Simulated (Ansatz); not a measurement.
# Abstraction of F: C2H5FSn + SiH3 → C2H5Sn + SiH3F

Gas-phase species: C2H5FSn `C=[CH][SnH2][F]`, singlet; SiH3 (silyl radical) `[SiH3]`, doublet; C2H5Sn `C=[CH][SnH2]`, doublet; SiH3F `F[SiH3]`, singlet. A radical takes F: the energy is the difference in strength between the Sn–F bond broken and the Si–F bond made.

Shapes, held fixed at every level: PBE0-D4/def2-TZVP. Flexible molecules stand in one conformer, not always the lowest. Programs: Ansatz 0.2.0. The zero-point and thermal change to 298 K, harmonic and unscaled (PBE0-D4/def2-TZVP), is +4.2 kJ/mol.

```tsv
level	kind	ΔH(298 K) (kJ/mol)	less CCSD(T)/def2-TZVPP
HF/def2-SVP	Hartree–Fock	-125.1	+6.6
HF/def2-TZVPP	Hartree–Fock	-136.1	-4.4
B3LYP-D4/def2-TZVPP	global hybrid	-131.4	+0.3
r2SCAN0-D4/def2-TZVPP	global hybrid	-131.1	+0.6
wB97M-V/def2-TZVPP	range-separated hybrid	-137.1	-5.4
B2PLYP/def2-TZVPP	double hybrid	-133.0	-1.3
CCSD/def2-SVP	coupled cluster or CI	-118.0	+13.7
CCSD(T)/def2-TZVPP	coupled cluster or CI	-131.7	0.0
```

The highest level, CCSD(T)/def2-TZVPP, gives ΔH(298 K) = -131.7 kJ/mol; the levels span -137.1 to -118.0. The column of differences is taken from that level and isn't an error. No measured value is set beside it here. Spin contamination: C2H5Sn (⟨S²⟩ up to 0.83). Open shells run unrestricted. For atoms past krypton def2 sets carry core potentials with scalar relativity. Outer-core shells of Sn are correlated, in sets that cover them unevenly.
